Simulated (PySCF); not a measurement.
Excitations are Tamm–Dancoff values on a coarser integration grid. The basis has no diffuse functions, so Rydberg states are missing or too high.

**H7N3Si, SMILES `N[SiH](N)N` (charge 0, multiplicity 1)**

Calculation: CAM-B3LYP-D3(BJ)/def2-TZVP (PySCF).

```json
{
 "HOMO": "-8.26 eV",
 "dipole_moment": "1.09 D",
 "LUMO": "1.87 eV",
 "HOMO–LUMO gap": "10.13 eV",
 "S1 excitation (TDA)": "6.75 eV",
 "S1 oscillator strength": "0.040",
 "brightest of the four lowest singlets (TDA)": "7.14 eV",
 "T1 excitation (TDA)": "6.30 eV",
 "S1–T1 gap (TDA)": "0.45 eV",
 "total_energy": "-458.0880 Ha",
 "cost": "very roughly 3 core-minutes"
}
```

```xyz
11

N      0.1524     1.6285    -0.2330
Si     0.0442    -0.0736    -0.3855
N     -1.3467    -0.9531     0.0875
N      1.2829    -0.6685     0.6284
H      0.1706     2.0857     0.6636
H     -0.1899     2.2356    -0.9583
H      0.1216    -0.2985    -1.8492
H     -1.6275    -1.0304     1.0512
H     -2.1224    -1.0733    -0.5413
H      1.3404    -1.6461     0.8563
H      2.1744    -0.2063     0.6804
```
Charge 0, spin multiplicity 1.
